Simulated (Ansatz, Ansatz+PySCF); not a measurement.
```xyz
7

C    -0.0091    0.0352   -0.6972
N     0.0085    0.0677    0.7465
H     0.0078   -0.9795   -1.1540
H    -0.8892    0.5703   -1.0780
H     0.8739    0.5692   -1.0883
H    -0.8160   -0.4272    1.1234
H     0.8130   -0.4194    1.1306
```

Basis set: def2-SVP (spherical functions). Correlated methods keep 2 orbitals frozen. Charge 0, multiplicity 1.

Computed with Ansatz (development build ahead of 0.2.0); each method stands on the lowest determinant of its kind that the runs found. Restricted open shells among the atoms or ions are ROHF, correlated in semicanonical orbitals with singles.

The atomization energy at this shape (free ground-state atoms in the same class of orbitals less the molecule, no zero-point energy) of singlet CH₅N:

| method | atomization energy |
| --- | --- |
| RHF-MP2 | 2291.3 kJ/mol |
| UHF-MP2 | 2289.3 kJ/mol |
| RHF | 1769.3 kJ/mol |
| UHF | 1749.1 kJ/mol |

Q: What does RHF-CCSD(T) give?

A: 2297.5 kJ/mol.
